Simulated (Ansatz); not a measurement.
Reaction (ligand exchange at a Ga–C bond): `N#[C][Ga]([Cl])[Cl]` + `CC(C)N` → `CC(C)[NH][Ga]([Cl])[Cl]` + `C#N`

Gas-phase electronic energies from Ansatz, PBE0-D4/def2-TZVP geometries. CBS: MP2 limit from def2 TZ/QZ plus the TZ coupled-cluster correction, frozen cores. This one scheme is used for every species. DFT in def2-TZVPP. For Ga outer-core shells are correlated without core-valence functions, which leaves a few kJ/mol of doubt a bond. Scalar relativity is left out up to krypton. Each species was taken in one conformer, which may not be the lowest.

```json
{"level": "PBE0", "ΔE (kcal/mol)": "-2.7"}
{"level": "MP2/def2-QZVPP", "ΔE (kcal/mol)": "-5.9"}
```

What does CCSD(T)/CBS give? (Best estimate.)

Ansatz gave: -5.7 kcal/mol. The listed levels differ from it by 3.0, -0.2 kcal/mol.

What do rigid-rotor, harmonic-oscillator terms from PBE0-D4/def2-TZVP frequencies (298.15 K, 1 bar) make of the CCSD(T)/CBS value? (Best estimate.)

Ansatz gave: ΔZPE = -1.1 kcal/mol, ΔH = -6.4 kcal/mol, ΔS = -8 J/(mol·K), ΔG = -5.8 kcal/mol. Modes under 50 cm⁻¹ make the entropy rough.

Largest T1 diagnostic among the species: 0.014.

In def2-TZVPP, CCSD(T) changes the Hartree–Fock value by −3.1 kcal/mol (the triples alone add −0.4 kcal/mol) and MP2 by −3.8 kcal/mol. Leaving LDA and LC-ωPBE aside and taking each functional with its dispersion term where it has one, the values, not all of them listed here, spread over 2.4 kcal/mol, from BLYP-D4 to B97M-V. LDA lies −2.9 kcal/mol from PBE without D4.
